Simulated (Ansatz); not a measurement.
`OC(F)(CF)C(F)F`, relaxed with RKS PBE-D4/def2-SVP in the Gaussian-basis code of Ansatz from a rough embedded geometry. The force threshold is 0.03 eV/Å; the program also tests the step.

Charge 0, multiplicity 1.

Start:

```xyz
12

O    -1.479    0.330    0.744
C    -0.086    0.270    0.353
F     0.659    0.854    1.366
C     0.311   -1.210    0.156
F     0.152   -1.854    1.343
C     0.109    1.041   -0.929
F    -0.573    0.444   -1.980
F     1.395    1.023   -1.302
H    -1.447   -0.090    1.704
H    -0.214   -1.676   -0.585
H     1.434   -1.218   -0.014
H    -0.261    2.085   -0.855
```

Q: How much energy does the relaxation release, and in how many steps? (Estimate.)

A: The calculation gave: 57.37 kJ/mol, in 8 steps, 1 of them rejected.

Q: Which bonds change most? (An estimate is asked.)

A: Computed: C4–H10 from 1.020 to 1.110 Å; O1–C2 from 1.448 to 1.371 Å; O1–H9 from 1.048 to 0.981 Å; C4–F5 from 1.360 to 1.393 Å.

Q: Give the relaxed structure. (Best estimate.)

A: Computed: 
```xyz
12

O    -1.347    0.394    0.828
C    -0.057    0.290    0.375
F     0.826    0.938    1.250
C     0.379   -1.175    0.249
F    -0.134   -1.865    1.345
C     0.047    1.053   -0.956
F    -0.788    0.495   -1.876
F     1.325    0.956   -1.426
H    -1.472   -0.345    1.461
H    -0.045   -1.612   -0.679
H     1.484   -1.254    0.244
H    -0.218    2.125   -0.815
```
